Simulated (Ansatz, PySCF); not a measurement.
Donor–acceptor adduct: BH3 (SMILES B) (first 4 atoms) with C3H9N (SMILES CN(C)C); geometry from B3LYP-D3(BJ)/def2-TZVP.
(charge 0, multiplicity 1):
```xyz
17

B     -0.38676     0.02679     1.27119
H      0.48750     0.64584     0.70918
H     -0.41461    -1.14254     0.96246
H     -1.46898     0.56276     1.20110
C      1.33713    -0.58818     3.05881
N      0.01419     0.05096     2.86990
C      0.07277     1.45276     3.34514
C     -1.00562    -0.68988     3.64803
H      1.61717    -0.58068     4.11479
H      2.07367    -0.04350     2.47419
H      1.28506    -1.61066     2.69444
H      0.33831     1.48567     4.40437
H     -0.89900     1.91386     3.19018
H      0.81399     1.98870     2.75836
H     -0.75412    -0.68218     4.71117
H     -1.97280    -0.22009     3.49057
H     -1.04758    -1.71242     3.28252
```

Interaction energies are E(AB) − E(A) − E(B) at the monomers' geometry in the complex; basis-set methods are counterpoise corrected.

Codes used: Ansatz (a first-principles code) with Gaussian orbitals; PySCF for the dispersion terms. Each number belongs to the level named beside it.

Task: What is the computed interaction energy (CAM-B3LYP-D3(BJ)/def2-TZVPPD)?

Result: -54.9 kcal/mol

Task: Predict the interaction energy from BLYP/def2-TZVPPD.

Result: -45.2 kcal/mol

Task: What is the computed interaction energy (r2SCAN-D4/def2-TZVPPD)?

Result: -57.0 kcal/mol
